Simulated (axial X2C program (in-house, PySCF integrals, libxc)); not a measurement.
## Correcting the dissociation energy of RbSi for spin–orbit coupling

A spin-free CCSD(T) curve (one-electron X2C) was computed with an in-house all-electron X2C program for linear molecules (integrals from PySCF), basis Rb dyall-cv3z [12s13p8d4f1g], Si dyall-v3z [8s7p2d1f] (cores contracted in-house), for the state M_S = 3/2, Λ = 0 (beyond evenly filled blocks: σα, π+α, π-α). It gives D0 = 1.508 eV to Rb + Si, which in a spin-free picture are the weighted means of the ground terms.

Correlated methods: 13 electrons correlated (number of frozen shells: Rb 3 s, 2 p, 1 d; Si 2 s, 1 p), 233 virtual spin orbitals or spinors in MP2, 90 natural virtuals in coupled cluster.

Measured levels of the ground terms (NIST Handbook of Basic Atomic Spectroscopic Data), in cm⁻¹: Rb 2S: J = 1/2 at 0; Si 3P: J = 0 at 0, J = 1 at 77.1, J = 2 at 223.2.

The molecular state has Λ = 0, so it has no first-order lowering.

(1) How far does each ground level lie under the (2J+1)-weighted mean of its term?

(2) Correct D0.

Second-order spin–orbit effects in the molecule, which grow quickly with Z, are left out. One determinant describes the state; a PBE0 search over occupations chose it and may have missed a lower one. De is counted from the lowest determinant-based energies of the atoms at the same level, without counterpoise correction. Coupled cluster ran in a truncated set of natural virtual spinors; the MP2 energy of the rest was added. (T) has no such correction and the atoms are truncated less, which lowers De at CCSD(T) by a hundredth of an eV or more. PBE0 can misorder states that lie within some tenths of an eV, so this need not be the ground state of the molecule. The nearest other spin-free determinant of the search, M_S = 1/2, Λ = 0, lies 0.45 eV up at the distance of the search.

Answers

(1) Rb: a single level, 0; Si: (1 × 0 + 3 × 77.1 + 5 × 223.2)/9 = 150 cm⁻¹.

(2) D0 = 1.508 + (0 − 150)/8065.5 = 1.489 eV at CCSD(T) with these spin–orbit terms.
